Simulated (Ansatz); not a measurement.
`S[SiH](Cl)[SeH]` → `S[Si]Cl` + H₂Se  (silylene formation by 1,1-elimination)

Isolated molecules relaxed with PBE0-D4/def2-TZVP in Ansatz; ΔE leaves out vibrations. CBS: MP2 limit from def2 TZ/QZ plus the TZ coupled-cluster correction, frozen cores. This one scheme is used for every species. Functionals use def2-TZVPP. HSE06 is defined as in plane-wave codes. For Se outer-core shells are correlated without core-valence functions, which leaves a few kJ/mol of doubt a bond. Scalar relativity is left out up to krypton. Each species was taken in one conformer, which may not be the lowest.

```json
{"level": "r2SCAN-D4", "ΔE (kJ/mol)": "205.4", "difference from CCSD(T)/CBS": "6.3"}
{"level": "HSE06-D4", "ΔE (kJ/mol)": "203.5", "difference from CCSD(T)/CBS": "4.4"}
{"level": "BHLYP-D4", "ΔE (kJ/mol)": "202.9", "difference from CCSD(T)/CBS": "3.8"}
{"level": "ωB97M-V", "ΔE (kJ/mol)": "187.5", "difference from CCSD(T)/CBS": "-11.6"}
{"level": "PBE", "ΔE (kJ/mol)": "175.9", "difference from CCSD(T)/CBS": "-23.2"}
{"level": "BLYP", "ΔE (kJ/mol)": "144.6", "difference from CCSD(T)/CBS": "-54.5"}
{"level": "r2SCAN", "ΔE (kJ/mol)": "202.7", "difference from CCSD(T)/CBS": "3.6"}
{"level": "PBE0", "ΔE (kJ/mol)": "194.3", "difference from CCSD(T)/CBS": "-4.8"}
{"level": "r2SCAN0", "ΔE (kJ/mol)": "210.3", "difference from CCSD(T)/CBS": "11.2"}
{"level": "BHLYP", "ΔE (kJ/mol)": "186.5", "difference from CCSD(T)/CBS": "-12.6"}
{"level": "HF/def2-SVP", "ΔE (kJ/mol)": "180.1", "difference from CCSD(T)/CBS": "-19.0"}
{"level": "CCSD(T)/def2-SVP", "ΔE (kJ/mol)": "173.9", "difference from CCSD(T)/CBS": "-25.2"}
{"level": "SCS-MP2/def2-TZVPP", "ΔE (kJ/mol)": "199.4", "difference from CCSD(T)/CBS": "0.3"}
{"level": "CCSD/def2-TZVPP", "ΔE (kJ/mol)": "189.2", "difference from CCSD(T)/CBS": "-9.9"}
{"level": "HF/def2-QZVPP", "ΔE (kJ/mol)": "185.4", "difference from CCSD(T)/CBS": "-13.7"}
{"level": "SCS-MP2/def2-QZVPP", "ΔE (kJ/mol)": "204.6", "difference from CCSD(T)/CBS": "5.5"}
{"level": "CCSD(T)/CBS", "ΔE (kJ/mol)": "199.1", "difference from CCSD(T)/CBS": "0"}
```

Largest T1 diagnostic among the species: 0.014.

From r2SCAN to r2SCAN0 (25 % exact exchange), in def2-TZVPP and without D4, ΔE moves by +7.6 kJ/mol. At CCSD(T), def2-SVP lies −25.2 kJ/mol from the extrapolated value and def2-TZVPP −9.2 kJ/mol.

CCSD(T)/CBS has its own doubt, a few kJ/mol and more with outer-core shells, so smaller differences from it don't rank the levels.
